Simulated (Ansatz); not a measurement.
A made-up structure of MgH₂Se, closed shell:

| atom | x (Å) | y (Å) | z (Å) |
| --- | --- | --- | --- |
| Mg1 | -0.0958 | -0.6825 | 0.1851 |
| Se2 | -0.4373 | 0.7603 | -1.1573 |
| H3 | 0.1336 | -1.6997 | 1.1115 |
| H4 | 0.3995 | 1.6219 | -0.1393 |

It is relaxed with PBE-D4/def2-SVP and then PBE0-D4/def2-TZVP (Ansatz 0.2.0). Atoms count as bonded within 1.22 times the sum of their covalent radii (H–H: 0.88 Å). The end point is not checked to be a true minimum.

(1) Does its bonding change? (A judgement: the text doesn't fix the answer.)

Results:

(1) Computed: No: no bond forms or breaks.

Where it ends: The first stage lowers the energy by 2.22 eV in 7 steps. It ends as MgH₂Se ([MgH][SeH]):
Mg1  (-0.084, -0.816, 0.275)
Se2  (-0.416, 1.032, -1.261)
H3  (0.143, -2.113, 1.342)
H4  (0.357, 1.897, -0.356)
(Å)

Labels in which every atom is bracketed show which atoms are joined, not bond orders.

For scale, one of the runs: PBE0-D4/def2-TZVP relaxation, 92 basis functions, launched by `ansatz run in.yaml --threads 2 --pin off --events-out ev --progress --plain --max-ram 4352MiB`. Hardware: 2 CPU threads of an Intel Xeon Platinum 8259CL, shared host. Wall time about 9 s.
